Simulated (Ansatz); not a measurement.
Reaction (hydrogenolysis of a B–Cl bond): `COB([SiH3])Cl` + H₂ → `COB[SiH3]` + HCl

Program: Ansatz. Geometries: PBE0-D4/def2-TZVP. ΔE: electronic, gas phase. CCSD(T)/CBS is the MP2 limit (def2-TZVPP, def2-QZVPP) plus CCSD(T) − MP2 in def2-TZVPP, frozen cores. This one scheme is used for every species. Functionals use def2-TZVPP. B3LYP here is the variant with VWN-RPA as its local correlation; programs differ in this. Each species was taken in one conformer, which may not be the lowest.

(1) Is it downhill or uphill in electronic energy at CCSD(T)/CBS, and by how much? (An estimate is asked.)

(2) What do these levels give: PBE-D4, B3LYP-D4, ωB97X-V, ωB97M-V, r2SCAN, PBE0, B3LYP, HF/def2-TZVPP, SCS-MP2/def2-TZVPP, CCSD(T)/def2-TZVPP, MP2/def2-QZVPP, SCS-MP2/def2-QZVPP? (An estimate is asked.)

Largest T1 diagnostic among the species: 0.014.

Answers

(1) Ansatz gave: Uphill: ΔE = +0.82 eV.

(2) The calculation gave: PBE-D4 0.87, B3LYP-D4 0.82, ωB97X-V 0.80, ωB97M-V 0.82, r2SCAN 0.88, PBE0 0.78, B3LYP 0.72, HF/def2-TZVPP 0.61, SCS-MP2/def2-TZVPP 0.81, CCSD(T)/def2-TZVPP 0.79, MP2/def2-QZVPP 0.91, SCS-MP2/def2-QZVPP 0.82 eV.

The D4 term adds +0.10 eV with B3LYP and +0.06 eV with PBE0; it sums over pairs of atoms, weighted by their polarisabilities, and B3LYP, whose exchange is more repulsive, gets the larger term. In def2-TZVPP, CCSD(T) changes the Hartree–Fock value by +0.18 eV (the triples alone add +0.06 eV) and MP2 by +0.28 eV.
